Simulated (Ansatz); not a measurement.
AlH7SiSn, SMILES `[AlH2][SnH2][SiH3]`, one more setting.

```yaml
crystal:
  periodic: [false, false, false]
  atoms:
    - {symbol: Al, position_ang: [-1.774218, 0.621878, -1.604081]}
    - {symbol: Sn, position_ang: [0.391163, 0.887660, -0.082780]}
    - {symbol: Si, position_ang: [1.008293, -1.210564, 1.256315]}
    - {symbol: H, position_ang: [-2.561466, -0.756582, -1.648290]}
    - {symbol: H, position_ang: [-2.297256, 1.838670, -2.480384]}
    - {symbol: H, position_ang: [0.193600, 2.179898, 1.027790]}
    - {symbol: H, position_ang: [1.749082, 1.317600, -1.038674]}
    - {symbol: H, position_ang: [-0.112454, -1.584422, 2.160868]}
    - {symbol: H, position_ang: [1.258532, -2.348933, 0.331389]}
    - {symbol: H, position_ang: [2.227825, -0.996306, 2.080746]}
basis:
  gaussian: {orbitals: x2c-TZVPPall}
hamiltonian: {xc: {name: r2SCANh}, dispersion: d3bj}
accuracy: high
```

```sh
$ ansatz run in.yaml --threads 2 --pin off --events-out ev --progress --plain --max-ram 4352MiB
```

It prints (some lines left out):

```
Warning: the engine holds no damping parameters fitted to this dispersion correction and functional, so the run takes those fitted to r2scanh beside the three-body term, which d3bj leaves out (hamiltonian.dispersion, under Limitations)
Functional definition: r2SCANh
4223 factors; integrals over basis functions are off by at most 2.2e-8 eV
mean field evaluation 1: about -182689.6773 eV, gradient 1.7e1 eV
mean field evaluation 2: about -182690.2191 eV, gradient 1.2e1 eV
mean field evaluation 4: about -182690.6447 eV, gradient 6.6e-1 eV
mean field evaluation 8: about -182690.6670 eV, gradient 4.2e-2 eV
mean field evaluation 16: about -182690.6670 eV, gradient 1.0e-5 eV
mean field -182690.66698767 eV, -6713.7581796153 hartree, gradient 6.5e-8 eV, S^2 0.000000; 0 other end points of the search recorded, 0 dependent functions left out
reference -182690.66698877 eV, -6713.7581796557 hartree; 42, 42 occupied and 200, 200 virtual orbitals, 4223 factors
Total energy: -182690.73460985 eV, -6713.7606646845 hartree
Relativity: scalar
```

Hardware: 2 threads of an Arm Neoverse V1 on a shared host. Wall time 42 s, peak host memory 1.8 GiB.
